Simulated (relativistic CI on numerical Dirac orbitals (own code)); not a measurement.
**V⁴⁺ in a cubic cluster: 2p photoemission with charge transfer**

Computed with a charge-transfer multiplet model of a cubic metal-ligand cluster with up to 2 ligand holes, Slater and spin-orbit integrals from Dirac-Coulomb-Breit ions, Slater integrals scaled by 0.8. The ground state mixes d1 with configurations of k ligand holes L, whose averages lie at kΔ + k(k − 1)U_dd/2; a core hole lowers each added d electron by U_cd. 20 K, Lorentzian 0.6 eV and Gaussian 0.8 eV FWHM.

Atomic integrals in eV (Slater integrals scaled, ζ unscaled), ground: F2dd 8.057, F4dd 5.049, zeta_d 0.029; with the core hole: F2dd 8.057, F4dd 5.049, zeta_d 0.047, zeta_core 4.606, F2cd 5.989, G1cd 4.613, G3cd 2.623. Where a configuration has fewer than two d electrons, the dd integrals are those of d2.

Cluster parameters (eV): Δ = -0.6, U_dd = 6, U_cd = 7.5, 10Dq = 1.85, 10Dq(ligand) = 0.1, final-state hopping factor = 1.

Weights, n_d and S are thermal averages at 20 K. Binding energies count from the first peak over 30 % of the highest in each spectrum, which can be another peak from case to case. The parameters are a model scan and need not match a compound or its usual spin state. Peaks in eV (height, largest 100): 0.0 (100), 8.1 (48), 10.4 (27), 18.2 (10).

Question: Which parameters give this spectrum?
A. V(eg) = 2.55 eV, V(t2g) = -1.27 eV
B. V(eg) = 1.65 eV, V(t2g) = -0.82 eV
C. V(eg) = 1.95 eV, V(t2g) = -0.97 eV

Answer: C. V(eg) = 1.95 eV, V(t2g) = -0.97 eV; the ground state then has 1.91 d electrons and S = 0.50. The choice follows from running the model for each set and comparing peak positions and heights. The space is cut while the next configuration still counts.
